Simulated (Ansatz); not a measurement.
Geometry optimisation, DFT PBEsol, scalar-relativistic, plane waves, PAW (Ansatz 0.2.0).

The input (input.yaml):

```yaml
crystal:
  lattice:
    - [5.9, 0.0, 0.0]
    - [2.95, 5.10955, 0.0]
    - [0.0, 0.0, 19.0269]
  atoms:
    - { symbol: Ti, position: [-0.1666667, 0.3333333, 0.0525572] }
    - { symbol: Ti, position: [0.3333333, 0.3333333, 0.0525572] }
    - { symbol: Ti, position: [-0.1666667, 0.8333333, 0.0525572] }
    - { symbol: Ti, position: [0.3333333, 0.8333333, 0.0525572] }
    - { symbol: Ti, position: [0.0, 0.0, 0.1756618] }
    - { symbol: Ti, position: [0.5, 0.0, 0.1756618] }
    - { symbol: Ti, position: [0.0, 0.5, 0.1756618] }
    - { symbol: Ti, position: [0.5, 0.5, 0.1756618] }
    - { symbol: Ti, position: [-0.1666667, 0.3333333, 0.2987665] }
    - { symbol: Ti, position: [0.3333333, 0.3333333, 0.2987665] }
    - { symbol: Ti, position: [-0.1666667, 0.8333333, 0.2987665] }
    - { symbol: Ti, position: [0.3333333, 0.8333333, 0.2987665] }
    - { symbol: Ti, position: [0.0, 0.0, 0.4218711] }
    - { symbol: Ti, position: [0.5, 0.0, 0.4218711] }
    - { symbol: Ti, position: [0.0, 0.5, 0.4218711] }
    - { symbol: Ti, position: [0.5, 0.5, 0.4218711] }
    - { symbol: Sb, position: [0.658394, 0.1888458, 0.5600965] }
basis:
  ecutwfc: 420.0
kpoints:
  mp_grid: { grid: [3, 3, 1] }
hamiltonian:
  xc: pbesol
  pseudopotentials: { kind: paw, azcp: { folder: soft_1 } }
scf:
  occupations: { method: gaussian, width: 0.05 }
  lower_state_search: "off"
relax:
  f_tol: 0.03
  max_steps: 60
  adjacent_minimum: "off"
  constraints: [{ sites: [0, 1, 2, 3] }]
```

Run as:

```bash
$ ansatz run input.yaml --threads 4 --pin off --max-ram 10240MiB --backend cpu --events-out ev --progress --plain --runs-dir out
```

Q: Where does it end, and by what steps?

A: It converged. Limits of this set-up: coarse k mesh, thin slab, slab without dipole correction, PAW files made for another functional, a typed lattice constant that wasn't relaxed here. After 6 steps the energy has fallen by 1.560 eV; Sb17 moved furthest, 0.94 Å.

```csv
step,energy less start (eV),largest force component (eV/Å),accepted
0,0.0000,2.696,yes
1,-0.6092,2.020,yes
2,-1.0161,0.961,yes
3,-1.2903,0.342,yes
4,-1.5007,0.170,yes
5,-1.5587,0.044,yes
6,-1.5598,0.009,yes
```

```xyz
17
Lattice="5.9000 0.0000 0.0000 2.9500 5.1095 0.0000 0.0000 0.0000 19.0269" Properties=species:S:1:pos:R:3
Ti 0.000 1.703 1.000
Ti 2.950 1.703 1.000
Ti 1.475 4.258 1.000
Ti 4.425 4.258 1.000
Ti -0.013 0.007 3.084
Ti 2.963 0.007 3.084
Ti 1.475 2.555 3.127
Ti 4.425 2.541 3.082
Ti 0.049 1.729 5.498
Ti 2.901 1.729 5.499
Ti 1.475 4.199 5.507
Ti 4.426 4.262 5.391
Ti 0.024 -0.012 7.577
Ti 2.927 -0.011 7.578
Ti 1.475 2.548 7.800
Ti 4.425 2.587 7.565
Sb 4.427 0.876 9.719
```

Whether the end is a true minimum wasn't checked by a vibrational analysis.

The run took 90 s on 4 threads of Arm Neoverse V1 (shared host), peak memory 1.7 GiB.
